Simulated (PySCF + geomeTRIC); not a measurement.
The multiplicity is imposed and other spin states were not computed.

Species: [Pt(CO)3(CNH)] (charge 0, multiplicity 1).

Task: Give a relaxed geometry from TPSS-D3(BJ)/def2-SVP run with PySCF + geomeTRIC.

Result: the end point of this relaxation.
Cartesian coordinates (Å) in one orientation:
```xyz
10

Pt    -0.013     0.058    -0.029
O     -3.127    -0.248     0.136
C     -1.980    -0.126     0.062
O      1.117     1.224     2.650
C      0.705     0.808     1.654
O      1.334    -2.704    -0.641
C      0.843    -1.679    -0.434
N      0.679     2.112    -2.411
C      0.426     1.357    -1.538
H      0.895     2.756    -3.153
```
